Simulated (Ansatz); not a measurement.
Method: frozen-core CCSD(T)/cc-pVTZ // PBE0-D3(BJ)/def2-TZVP in Ansatz (an electronic-structure program).

Ansatz 0.2 input:
```yaml
crystal:
  periodic: [false, false, false]
  atoms:
    - { symbol: O, position_ang: [1.267425, 1.932627, 0.057648] }
    - { symbol: Ga, position_ang: [0.690082, 0.246229, -0.004275] }
    - { symbol: O, position_ang: [2.063803, -0.900615, -0.109538] }
    - { symbol: Si, position_ang: [-1.644173, -0.276097, 0.04045] }
    - { symbol: H, position_ang: [2.225812, 1.992874, 0.02362] }
    - { symbol: H, position_ang: [1.81691, -1.82657, -0.140866] }
    - { symbol: H, position_ang: [-1.837424, -1.72875, 0.293135] }
    - { symbol: H, position_ang: [-2.325376, 0.496808, 1.110441] }
    - { symbol: H, position_ang: [-2.257062, 0.063493, -1.270615] }
basis:
  gaussian: { orbitals: cc-pVTZ }
correlation:
  method: ccsd_t
```

Output:

```
Functional definition: HF
1240 factors; integrals over basis functions are off by at most 9.5e-4 eV
mean field evaluation 1: about -64348.7022 eV, gradient 5.5e1 eV
mean field evaluation 2: about -64348.8154 eV, gradient 5.5e1 eV
mean field evaluation 4: about -64354.7620 eV, gradient 3.3e0 eV
mean field evaluation 8: about -64354.8297 eV, gradient 2.9e-1 eV
mean field evaluation 16: about -64348.7025 eV, gradient 5.5e1 eV
mean field -64354.82996802 eV, -2364.9963800544 hartree, gradient 3.5e-6 eV, S^2 0.000000; 0 other end points of the search recorded, 0 dependent functions left out
16 core orbitals not correlated
reference -64354.82996802 eV, -2364.9963800544 hartree; 17, 17 occupied and 174, 174 virtual orbitals, 1240 factors
second order -21.15379227 eV of doubles, -0.00000000 eV of singles
cycle   1  -21.10261715 eV  change    5.1e-2 eV  update   1.2e-1
cycle   2  -21.73432759 eV  change   -6.3e-1 eV  update   3.8e-2
cycle   3  -21.88297006 eV  change   -1.5e-1 eV  update   2.1e-2
cycle   4  -21.86655301 eV  change    1.6e-2 eV  update   5.5e-3
cycle   5  -21.86387022 eV  change    2.7e-3 eV  update   2.8e-3
cycle   6  -21.86533888 eV  change   -1.5e-3 eV  update   8.3e-4
cycle   7  -21.86479299 eV  change    5.5e-4 eV  update   3.0e-4
cycle   8  -21.86464935 eV  change    1.4e-4 eV  update   9.6e-5
cycle   9  -21.86470994 eV  change   -6.1e-5 eV  update   3.5e-5
cycle  10  -21.86472309 eV  change   -1.3e-5 eV  update   1.2e-5
perturbative correction -0.86753506 eV, -0.0318813255 hartree
Total energy: -64377.56222618 eV, -2365.8317751332 hartree
```

Cost: very roughly 2.7 core-minutes.
